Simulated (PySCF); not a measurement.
A structure optimised at PBE-D3(BJ)/def2-SVP, used in a PySCF frequency run:

```
Sb
Cl 1 2.3657
Cl 1 2.3657 2 120.00
Cl 1 2.3657 2 120.00 3 180.00
Cl 1 2.3889 2 90.00 3 -90.00
Cl 1 2.3889 2 90.00 5 180.00
```

Q: Write its SMILES, formula and point group.

A: [Cl][Sb]([Cl])([Cl])([Cl])[Cl], Cl5Sb, D3h

Q: What are its rotational constants (standard atomic weights)?

A: 0.84907, 0.71969, 0.71969 GHz
